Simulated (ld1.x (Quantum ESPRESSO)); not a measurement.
**Transferability test, PAW potential for F**

- Element: fluorine
- Generator: ld1.x (Quantum ESPRESSO) 7.5
- Type: PAW
- Functional: LDA (PZ)
- Relativity: scalar-relativistic
- Frozen core: [He]
- Valence charge: 7
- Reference configuration: 2s2 2p5
- Partial waves: 2s (bound): rcut 0.75, rcutus 0.90 bohr; 2s channel at -1.85 Ry: rcut 0.75, rcutus 0.90 bohr; 2p (bound): rcut 1.20, rcutus 1.50 bohr; 2p channel at -0.45 Ry: rcut 1.20, rcutus 1.50 bohr; 3d channel at -0.15 Ry: rcut 1.30, rcutus 1.70 bohr; 3d channel at 0.8 Ry: rcut 1.30, rcutus 1.70 bohr
- Local potential: all-electron potential smoothed inside 1.45 bohr (lloc = -1)
- Core correction: Bessel-smoothed model core, default radius (core density twice the valence density)
- Augmentation charge: PSQ, radius 0.65 bohr

Energies are relative to the spin-unpolarised reference configuration 2s2 2p5; without spin polarisation the order of configurations can differ from experiment. Spin-polarised rows fill each open shell by Hund’s rule, majority spin first.

```csv
valence configuration,charge,ΔE all-electron (eV),error AE − PS (meV)
2s2 2p4,+1,19.555,-1.7
2s2 2p3,+2,58.067,-7.5
2s2 2p2,+3,118.799,-19
2s1 2p6,0,18.390,-0.5
2s2 2p5.3,-0.3,-2.726,+0.3
2s2 2p4.5,+0.5,7.630,-0.6
2s1 2p5,+1,38.211,-1.8
2s2 2p5 (spin-polarised),0,-0.379,-0.3
2s2 2p4 (spin-polarised),+1,17.723,-2.8
```

Levels in the configuration 2s2 2p3:

| level | all-electron (eV) | pseudo (eV) |
| --- | --- | --- |
| 2s | -67.606 | -67.618 |
| 2p | -49.113 | -49.121 |
